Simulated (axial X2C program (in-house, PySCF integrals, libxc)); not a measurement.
**Spin–orbit effects down a group: molecules with Ti (ions), HF**

All values come from calculations with an in-house all-electron X2C program for linear molecules (integrals from PySCF), spin-free (one-electron X2C) or two-component (2c: spin–orbit coupling with atomic mean-field Coulomb and Gaunt terms, which also bring small scalar terms), in Dyall basis sets with cores contracted in-house; open shells are unrestricted.

Basis sets: Br dyall-cv3z, Cl dyall-av3z, F dyall-av3z, I dyall-cv3z, Ti dyall-cv3z.

```csv
molecule,spin-free state,Re (Å),ωe (cm⁻¹),De (eV),2c state,Re 2c (Å),ωe 2c (cm⁻¹),De 2c (eV)
TiF⁺,"M_S = 1, Λ = 0",1.755,788.0,2.91,Ω = 1,1.755,787.9,n/a
TiCl⁺,"M_S = 1, Λ = 2",2.241,445.7,2.43,Ω = 1,2.242,445.5,n/a
TiBr⁺,"M_S = 1, Λ = 2",2.387,341.6,2.07,Ω = 1,2.388,341.0,n/a
TiI⁺,"M_S = 1, Λ = 2",2.602,285.9,1.70,Ω = 1,2.606,283.2,n/a
```

Task: Work out the shifts from the spin-free to the two-component result.

Result: 

| molecule | 2c state | ΔRe (Å) | Δωe (cm⁻¹) | ΔDe (eV) |
| --- | --- | --- | --- | --- |
| TiF⁺ | Ω = 1 | 0.000 | -0.1 | n/a |
| TiCl⁺ | Ω = 1 | 0.001 | -0.2 | n/a |
| TiBr⁺ | Ω = 1 | 0.001 | -0.6 | n/a |
| TiI⁺ | Ω = 1 | 0.004 | -2.7 | n/a |

Shifts of one unit in the last digit are rounding.

Fragments in 2c: Ti+ + F, Ti+ + Cl, Br + Ti+, I + Ti+. Each entry is the lowest single determinant of a limited PBE0 search at one distance. De goes to single-determinant-based atoms at the same level (for ions the charge split of lowest energy) and is withheld (n/a) where an atom does not fit its ground term or J level. Main or longest-lived isotopes. One determinant is a doubtful description, or other states lie close, for TiF⁺, TiCl⁺, TiBr⁺, TiI⁺; these need not be ground states, and all values refer to the states named. Some open-shell Ω = 0 determinants are out of reach, so the Ω given for TiF⁺ need not be the lowest component. With several unpaired electrons the Ω given is that of one determinant, not necessarily of the lowest component.
